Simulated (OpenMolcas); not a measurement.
## Fe4+: effect of the metal basis

Fe4+ with its 6 nearest fluoride ions at 1.863 Å, on the Ge site of Cs2GeF6 (a = 9.021 Å, distance in the model lattice 1.804 Å). The rest of the host is ab initio model potentials to 7.6 Å and point charges beyond; the distance is set by hand and nothing relaxes.

```
Program             : OpenMolcas
Method              : SS-CASPT2, IPEA 0.25 Eh, imaginary shift 0.1 Eh (closed shells correlated: 3s 3p and the ligand valence shells)
Spin-orbit coupling : state interaction with AMFI integrals over the reference wave functions
```

Fixed: ligand basis ANO-RCC-VDZP, active space 4 electrons in 5 orbitals (3d), DKH2 Hamiltonian.

States (labels of O, the rotations of Oh). Energies in cm-1 above the lowest state or level, χT in cm3 K/mol; under a threefold ground state the first gap can be a small split of the lowest multiplet, not the spin-orbit step.

```
Run   Metal basis  Ground state  First state of that spin  First gap with spin-orbit (degeneracies)  χT at 300 K  First state of another spin                     Cost
  A  ANO-RCC-VDZP           3T1                  3E 17190                                270 (1, 3)        1.658                      5E 5680   roughly 4 core-minutes
  B  ANO-RCC-VTZP           3T1                  3E 16340                                270 (1, 3)        1.669                      5E 5170  roughly 10 core-minutes
```

Against A, the first state of the same spin changes by -4.9 % in B.

Costs are those of the CASPT2 steps.

Roots that are degenerate in the reference are averaged as groups; the widest CASPT2 spread within a group is 1900 cm-1 (the 2-fold group of multiplicity 1 near 84000 cm-1 above the lowest state of its run, A). Shifts and gaps below about the spread of the groups concerned are not significant. Over all roots computed the reference weight is 0.60 to 0.67 in A, 0.61 to 0.67 in B; the roots of lowest weight are the least certain, and an intruder state may touch them. An orbital triplet at a regular site is open to Jahn-Teller coupling, which can distort the site and quench the lowest spin-orbit gaps and is left out. This shell can be high or low spin here, a state of another spin lies low, and with metal d orbitals alone active their balance is uncertain, so the ground spin may be wrong, although the usual error favours high spin. Ligand-to-metal charge-transfer states are missing. With no ligand orbital active B as a rule stays too high, so bands that hang on it stand too high and its fall with covalency is understated. With one d shell and no ligand orbital active, 10Dq can be off by a tenth or more. The least metal-like active orbital is 75 % on the metal (Löwdin) and no ligand orbital is active, so the numbers are rough (holds for A). The least metal-like active orbital is 77 % on the metal (Löwdin) and no ligand orbital is active, so the numbers are rough (holds for B). No measured value stands beside these numbers; the geometry was set by hand and not optimised.
